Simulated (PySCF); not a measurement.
## LC-wPBE on C²⁺ (carbon, charge +2)

Configuration: [He] 2s1 2p1, high-spin 3P determinant (an excited configuration). All numbers are calculated (PySCF 2.14, scalar relativity by spin-free X2C-1e, in aug-cc-pVTZ-DK).

```json
{
 "Total energy": "-36.2849 hartree",
 "One-electron energy": "-43.9863 hartree",
 "Hartree (Coulomb) energy": "12.2023 hartree",
 "Exchange-correlation energy": "-4.5009 hartree",
 "⟨S²⟩": "2.0000",
 "⟨L²⟩": "2.001",
 "Sum of ⟨r⟩": "3.196 bohr",
 "Sum of ⟨r²⟩": "4.430 bohr²",
 "Traceless quadrupole moment −½Σ⟨3z² − r²⟩ along its main axis": "-0.862 e·bohr²",
 "Langevin diamagnetic susceptibility": "-3.51 ×10⁻⁶ cm³/mol"
}
```

| shell | electrons | mean orbital energy (hartree) | rms radius, mean of both spins (bohr) |
| --- | --- | --- | --- |
| 1s α | 1 | -11.53797 | 0.314 |
| 1s β | 1 | -11.48208 | 0.314 |
| 2s α | 1 | -1.71787 | 1.47 |
| 2p α | 1 | -1.41717 | 1.44 |
